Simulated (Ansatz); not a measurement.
One geometry of the cluster Ca₃⁺, several levels of theory.

```yaml
crystal:
  periodic: [false, false, false]
  atoms:
    - {symbol: Ca, position_ang: [-1.744368, 1.620735, 0.211141]}
    - {symbol: Ca, position_ang: [1.598388, -0.318435, -1.748606]}
    - {symbol: Ca, position_ang: [0.145980, -1.302309, 1.537466]}
basis:
  gaussian: {orbitals: def2-TZVP, initial_orbitals: start.molden}
total_charge: 1
magnetization: {spin_polarized: true, initial_magnetization: 1}
hamiltonian: {xc: pbe}
scf: {omitted_lower_state_checks: [starts]}
output: {orbitals: {seedname: orbitals}}
```

The file start.molden holds the orbitals of an earlier run on this structure, at another level or in another basis.

```sh
$ ansatz run in.yaml --threads 4 --pin off --events-out ev --progress --plain --max-ram 3916MiB
```

Shortened log:

```
Functional definition: PBE
1101 factors; their error is unknown
mean field evaluation 1: about -55289.4435 eV, gradient 5.2e0 eV
mean field evaluation 2: about -55289.5133 eV, gradient 1.8e-1 eV
mean field evaluation 4: about -55289.3898 eV, gradient 1.4e-1 eV
mean field evaluation 8: about -55289.3899 eV, gradient 9.3e-6 eV
mean field -55289.38990025 eV, -2031.8476023396 hartree, gradient 9.2e-6 eV, S^2 0.763368; 0 other end points of the search recorded, 0 dependent functions left out
reference -55289.38994625 eV, -2031.8476040300 hartree; 30, 29 occupied and 78, 79 virtual orbitals, 1101 factors
Total energy: -55289.38994625 eV, -2031.8476040300 hartree
Checks for a lower state left out: starts
```

Run time 2.5 s (4 threads of Arm Neoverse V1 on a shared host).

First input, but with `hamiltonian: {xc: {name: r2SCANh}}` (abridged; 28 s):

```
Functional definition: r2SCANh
mean field evaluation 16: about -55304.0849 eV, gradient 8.2e-2 eV
mean field evaluation 32: about -55304.0864 eV, gradient 2.5e-5 eV
mean field -55304.08640821 eV, -2032.3876890456 hartree, gradient 7.2e-6 eV, S^2 0.969128
Total energy: -55304.08644901 eV, -2032.3876905449 hartree
Checks for a lower state left out: starts
```

The first input with `hamiltonian: {xc: {name: B2PLYP}}` and without the key `output` (abridged; 4.9 s):

```
Functional definition: B2PLYP
mean field -55290.08576554 eV, -2031.8731749173 hartree, gradient 6.0e-6 eV, S^2 0.826976
15 core orbitals not correlated: weight in the atoms' cores, before any rotation towards them, 1.000 or more for the frozen orbitals, at most 0.000 for the correlated occupied ones
second order -19.68514583 eV of doubles, -0.00000000 eV of singles
Total energy: -55295.40088842 eV, -2032.0685020804 hartree
Checks for a lower state left out: starts
```

The first input with `gaussian: {orbitals: def2-TZVPP, initial_orbitals: start.molden}`, `correlation: {method: ccsd_t}`, `scf: {omitted_lower_state_checks: [starts, cluster_reference]}` and without the key `hamiltonian` (abridged; 11 s):

```
Functional definition: HF
mean field -55241.59583911 eV, -2030.0912029888 hartree, gradient 4.7e-6 eV, S^2 1.375446
15 core orbitals not correlated: weight in the atoms' cores, before any rotation towards them, 1.000 or more for the frozen orbitals, at most 0.000 for the correlated occupied ones
second order -15.59790291 eV of doubles, -0.00000000 eV of singles
cycle   1  -16.81379326 eV  change    -1.2e0 eV  update   1.2e-1
cycle   2  -17.31257965 eV  change   -5.0e-1 eV  update   7.5e-2
cycle   3  -17.40214725 eV  change   -9.0e-2 eV  update   4.5e-2
cycle   4  -17.40164955 eV  change    5.0e-4 eV  update   2.5e-2
cycle   5  -17.42490704 eV  change   -2.3e-2 eV  update   1.3e-2
cycle   6  -17.44222262 eV  change   -1.7e-2 eV  update   6.8e-3
cycle   7  -17.44174051 eV  change    4.8e-4 eV  update   3.2e-3
cycle   8  -17.44175466 eV  change   -1.4e-5 eV  update   1.6e-3
cycle   9  -17.44265626 eV  change   -9.0e-4 eV  update   8.4e-4
cycle  10  -17.44242577 eV  change    2.3e-4 eV  update   4.3e-4
cycle  11  -17.44245837 eV  change   -3.3e-5 eV  update   2.3e-4
cycle  12  -17.44243794 eV  change    2.0e-5 eV  update   1.2e-4
cycle  13  -17.44246879 eV  change   -3.1e-5 eV  update   5.9e-5
cycle  14  -17.44246397 eV  change    4.8e-6 eV  update   2.7e-5
perturbative correction -0.43677797 eV, -0.0160512942 hartree
Total energy: -55259.47508104 eV, -2030.7482530108 hartree
Checks for a lower state left out: starts, cluster_reference
```

As the first input, with `correlation: {method: rpa}` and without the key `output` (abridged; 3.3 s):

```
Functional definition: PBE
mean field -55289.38986923 eV, -2031.8476011996 hartree, gradient 1.7e-6 eV, S^2 0.763368
15 core orbitals not correlated: weight in the atoms' cores, before any rotation towards them, 1.000 or more for the frozen orbitals, at most 0.000 for the correlated occupied ones
Total energy: -55266.52725169 eV, -2031.0074155021 hartree
Checks for a lower state left out: starts
```

First input, but with `hamiltonian: {xc: {name: PBE-QIDH}}` and without the key `output` (abridged; 6 s):

```
Functional definition: PBE-QIDH
mean field -55278.83152520 eV, -2031.4595892132 hartree, gradient 1.9e-6 eV, S^2 0.943287
15 core orbitals not correlated: weight in the atoms' cores, before any rotation towards them, 1.000 or more for the frozen orbitals, at most 0.000 for the correlated occupied ones
second order -18.03078750 eV of doubles, -0.00000000 eV of singles
Total energy: -55284.84180145 eV, -2031.6804627917 hartree
Checks for a lower state left out: starts
```

Geometry: PBE0/def2-TZVP.

Correlated methods freeze 15 core orbitals; core or outer-core shells of Ca are correlated, in sets that lack core-valence functions. At r2SCANh/def2-TZVP, B2PLYP/def2-TZVP, CCSD(T)/def2-TZVPP, PBE-QIDH/def2-TZVP the charge 1 doublet is spin-contaminated (final ⟨S²⟩ up to 1.38, 0.75 for a pure state). At CCSD(T)/def2-TZVPP T1 of the charge 1 doublet is large (up to 0.053), so the single-reference result is doubtful. The structure comes from a short search, and lower isomers may exist.
